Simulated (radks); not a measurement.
Values are calculated unless marked as measured or tabulated.
How relativity changes the ionisation of the fluorine ion F+ ([He] 2s2 2p4) to F2+ ([He] 2s2 2p3). Spin-unpolarised spherical Kohn-Sham, PBE, point nucleus unless stated (finite: rms radius 2.8976 fm), a radial shooting solver on a logarithmic mesh with Libxc functionals. A level marked "c x" has the speed of light scaled by that factor and shares open shells by 2j + 1; other Dirac levels either fill j = l - 1/2 first or share by 2j + 1.

level                               E(F+) (hartree)  E(F2+) (hartree)  IE (eV)   HOMO  <r> HOMO (bohr)
non-rel.                                  -98.93771         -97.52674   38.395     2p           0.9834
scalar-rel.                               -99.03181         -97.62120   38.385     2p           0.9832
scalar-rel., finite nucleus               -99.03178         -97.62117   38.385     2p           0.9832
Dirac, 2j+1 shares                        -99.03182         -97.62121   38.385  2p3/2           0.9838
Dirac, low j first                        -99.03364         -97.62440   38.347  2p3/2           0.9839
Dirac, 2j+1 shares, finite nucleus        -99.03179         -97.62118   38.385  2p3/2           0.9838
Dirac, c x 2                              -98.96120         -97.55032   38.392  2p3/2           0.9835
Dirac, c x 5                              -98.94147         -97.53051   38.394  2p3/2           0.9834
Dirac, c x 100                            -98.93772         -97.52675   38.395  2p3/2           0.9834

NIST Atomic Spectra Database: 34.971 eV (measured). The relativistic part of the total energy of F+ is -0.09408 hartree (Dirac, 2j+1 shares, finite nucleus), 0.095 % of the non-relativistic value. Spin polarisation and multiplet splitting of open shells are left out at every level.

Beside tabulated values, note that spin-unpolarised runs miss the spin-polarisation part of the exchange energy of open shells.
